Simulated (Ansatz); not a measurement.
Input file for Ansatz (a quantum-chemistry and plane-wave program): R-CCSD(T)/aug-cc-pVDZ on BBrH5N (a complex), monomers drawn apart or pushed together. The run froze 16 orbitals, filled d shells among them.

Ansatz 0.2 input:
```yaml
crystal:
  periodic: [false, false, false]
  atoms:
    - {symbol: B, position_ang: [-0.50137008, -0.65926087, 2.17377004]}
    - {symbol: Br, position_ang: [0.68957657, 0.74433087, 1.27651766]}
    - {symbol: H, position_ang: [-0.02900215, -1.75213082, 2.06341023]}
    - {symbol: H, position_ang: [-1.64117787, -0.52908528, 1.83677519]}
    - {symbol: N, position_ang: [-0.50565879, -0.33246304, 3.96800314]}
    - {symbol: H, position_ang: [-1.06445301, -0.96364851, 4.53927047]}
    - {symbol: H, position_ang: [0.45928625, -0.36626195, 4.29018086]}
    - {symbol: H, position_ang: [-0.83986415, 0.61876574, 4.10774382]}
basis:
  gaussian:
    orbitals: aug-cc-pVDZ
magnetization: {spin_polarized: false}
correlation: {method: ccsd_t, electrons: outside_noble_gas}
scf: {lower_state_search: off}
```

The log:

```
WARN ansatz: RAYON_NUM_THREADS=1 ignored (pool sized by the plan → 1); use --threads N
Functional definition: HF
these checks for a lower state are left out or cut short: stability, starts, cluster_reference, orbital_swaps, neighbouring_geometries, increment
integrals: 0.27 GiB planned
1268 factors; integrals over basis functions are off by at most 8.3e-4 eV
mean field: 0.44 GiB planned
mean field evaluation 1: about -72230.3177 eV, gradient 2.7e1 eV
mean field evaluation 2: about -72230.3635 eV, gradient 2.7e1 eV
mean field evaluation 4: about -72232.3163 eV, gradient 2.9e0 eV
mean field evaluation 8: about -72232.3472 eV, gradient 1.4e-1 eV
mean field -72232.34729629 eV, -2654.4898022950 hartree, gradient 9.6e-6 eV, S^2 0.000000; 0 other end points of the search recorded, 0 dependent functions left out
16 core orbitals not correlated
reference -72232.34729629 eV, -2654.4898022950 hartree; 10, 10 occupied and 101, 101 virtual orbitals, 1268 factors
second order -11.50209065 eV of doubles, -0.00000000 eV of singles
coupled cluster: 0.60 GiB planned
cycle   1  -12.22882133 eV  change   -7.3e-1 eV  update   7.3e-2
cycle   2  -12.53265075 eV  change   -3.0e-1 eV  update   2.1e-2
cycle   3  -12.58070747 eV  change   -4.8e-2 eV  update   8.4e-3
cycle   4  -12.57886472 eV  change    1.8e-3 eV  update   2.0e-3
cycle   5  -12.57876860 eV  change    9.6e-5 eV  update   7.6e-4
cycle   6  -12.57884622 eV  change   -7.8e-5 eV  update   2.4e-4
cycle   7  -12.57881513 eV  change    3.1e-5 eV  update   9.0e-5
cycle   8  -12.57880589 eV  change    9.2e-6 eV  update   3.3e-5
cycle   9  -12.57880335 eV  change    2.5e-6 eV  update   1.1e-5
perturbative correction -0.36566138 eV, -0.0134378077 hartree
Total energy: -72245.29176102 eV, -2654.9655025998 hartree
Checks for a lower state left out: stability, starts, cluster_reference, orbital_swaps, neighbouring_geometries, increment
```

Self-consistency was reached.

Cost: very roughly 16 core-seconds.
